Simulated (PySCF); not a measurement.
## Core-level binding energies of GaH2(tBu)

Species: GaH2(tBu), C4H11Ga.
Cartesian coordinates in Å at the PBE0-D3(BJ)/def2-SVP level; atoms count from 1:
```xyz
16
C4H11Ga angstrom
Ga     0.9783    1.7186    0.0129
H      2.5533    1.7951    0.0935
H      0.1357    3.0548   -0.0168
C      0.0088   -0.0306   -0.0112
C     -0.7756   -0.1212    1.3012
C      0.9826   -1.2014   -0.1198
C     -0.9667   -0.0431   -1.1893
H     -1.3621   -1.0596    1.3361
H     -0.1164   -0.1266    2.1860
H     -1.4899    0.7107    1.4184
H      1.7007   -1.2217    0.7160
H      1.5682   -1.1681   -1.0529
H      0.4390   -2.1655   -0.1091
H     -0.4495    0.0114   -2.1620
H     -1.6836    0.7930   -1.1441
H     -1.5570   -0.9797   -1.1923
```

Level of theory: delta-SCF UKS SCAN, pcX-2 on the ionised atom, pcseg-1 elsewhere, spin-free X2C (PySCF 2.14.0). Each binding energy is the total energy of the core-ionised species, with the hole localised on one atom, minus that of the ground state; both are solved self-consistently, so orbital relaxation is included.

Q: List the computed XPS lines with their assignment.

A: 
| atom(s) | bonded to | level | binding energy (eV) | above the level's lowest (eV) | count |
| --- | --- | --- | --- | --- | --- |
| C4 | 3 C and Ga | C 1s | 289.91 | 0.00 | 1 |
| C5/C6/C7 | C and 3 H | C 1s | 290.47 | +0.56 | 3 |

Lowest listed C 1s: C4, bonded to 3 C and Ga. Highest, 0.56 eV above it: C5/C6/C7, bonded to C and 3 H.

Q: Which photon wavelength matches the C 1s of C5/C6/C7 threshold?

A: λ = hc/E = 12398.42 eV Å / 290.47 eV = 42.684 Å.

One atom of each set of topologically equivalent atoms was ionised and stands for the set; in this conformer not all members are related by symmetry, and their own values weren't computed. No level of gallium is listed. Isolated species at its PBE0-D3(BJ)/def2-SVP geometry, gas phase.
